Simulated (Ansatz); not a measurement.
Reactions of `CB(O)CN`.

Isolated molecules relaxed with PBE0-D4/def2-TZVP in Ansatz; ΔE leaves out vibrations. CCSD(T)/CBS is the MP2 limit (def2-TZVPP, def2-QZVPP) plus CCSD(T) − MP2 in def2-TZVPP, frozen cores. This one scheme is used for every species, atoms too. Open shells (•) are unrestricted, without spin–orbit coupling. Spin–orbit coupling would lower the free atoms: a little for B, C, O. def2 core potentials past Kr. Bonds to In are less sure, by a few kJ/mol each and by 10 to 20 or more in all where they break to atoms, as the def2 sets lack core-valence functions. Each species was taken in one conformer, which may not be the lowest.

Order these by ΔE at CCSD(T)/CBS, lowest first. (Best estimate.)
A. `CB(O)CN` + `[SH][InH2]` → `C[S][InH2]` + `NCBO`
B. `CB(O)CN` + H₂S → `CB(O)S` + CH₃NH₂
C. `CB(O)CN` + H₂O → `NCB(O)O` + CH₄
D. `CB(O)CN` → B• + 2 C• + 8 H• + N• + O•
E. `CB(O)CN` + H₂ → `CBCN` + H₂O
F. `CB(O)CN` + `N[SiH2]C=O` → `CN[SiH2]C=O` + `NCBO`
G. `CB(O)CN` → `[CH2]` (triplet) + `CB(N)O`
H. `CB(O)CN` + HCl → `CB(Cl)CN` + H₂O

C (-146.7 kJ/mol), B (-73.0 kJ/mol), H (+30.6 kJ/mol), A (+52.2 kJ/mol), F (+71.8 kJ/mol), E (+118.0 kJ/mol), G (+282.1 kJ/mol), D (+5058.2 kJ/mol).

Largest T1 diagnostic: 0.014, for `[SH][InH2]`.
